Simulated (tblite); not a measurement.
C₄H₇N₃O.
Numbering: `[CH3:1][O:2][c:3]1[cH:4][n:5][n:6]([CH3:7])[n:8]1` (hydrogens: H9, H10, H11 on C1; H12 on C4; H13, H14, H15 on C7)

The geometry is computed with GFN2-xTB (gas phase).

(1) Give the optimised bond lengths and angles.

Results:

(1) 
| bond | length (Å) |
| --- | --- |
| C1–O2 | 1.413 |
| O2–C3 | 1.338 |
| C3–C4 | 1.407 |
| C4–N5 | 1.323 |
| N5–N6 | 1.307 |
| N6–C7 | 1.430 |
| N6–N8 | 1.323 |
| C3–N8 | 1.329 |
| C1–H9, C1–H10, C1–H11 | 1.091 |
| C4–H12 | 1.068 |
| C7–H13, C7–H14, C7–H15 | 1.090 |

Bonds in one row agree within 0.01 Å and their mean is given. A selection of angles:
| angle | degrees |
| --- | --- |
| O2–C1–H9 | 110.7 |
| O2–C1–H10 | 106.1 |
| H9–C1–H10 | 110.3 |
| C1–O2–C3 | 114.8 |
| O2–C3–C4 | 126.8 |
| O2–C3–N8 | 125.2 |
| C4–C3–N8 | 108.1 |
| C3–C4–N5 | 107.4 |
| C3–C4–H12 | 129.9 |
| N5–C4–H12 | 122.7 |
| C4–N5–N6 | 105.5 |
| N5–N6–C7 | 123.0 |
| N5–N6–N8 | 114.7 |
| C7–N6–N8 | 122.2 |
| N6–C7–H13 | 108.4 |
| N6–C7–H14 | 109.0 |
| N6–C7–H15 | 110.6 |
| H13–C7–H14 | 110.6 |
| H13–C7–H15 | 109.3 |
| C3–N8–N6 | 104.3 |

Dihedral angles: C1–O2–C3–C4 180° (antiperiplanar). The mirror-image conformer, all signs reversed, is as good.

The 2 C–O bonds span 1.338 Å (O2–C3, drawn single) to 1.413 Å (C1–O2, drawn single), a spread of 0.075 Å. The 5-membered ring C3–C4–N5–N6–N8 has internal angles of 104.3° to 114.7° (sum 540°, against 540° for a flat polygon); it is planar, 0.00 Å rms from its mean plane, widest ring torsion 0°. Of the pairs four or more bonds apart, N8···H11 is among the closest relative to their van der Waals radii: 2.66 Å, 97 % of the sum of Bondi's values. N6 (pyrrole-type nitrogen) is planar (angles 123.0°, 122.2° and 114.7°, sum 360.0°, 0.01 Å off the plane of its three neighbours). The 8 heavy atoms lie in one plane (0.008 Å rms). The 3 C–N bonds span 1.323 Å (C4–N5, aromatic) to 1.430 Å (N6–C7, drawn single), a spread of 0.107 Å. O2 (aryl ether oxygen) is bent (angle 114.8°).

GFN2-xTB frequencies show an imaginary mode (20i cm⁻¹), so the point is no minimum at that level.
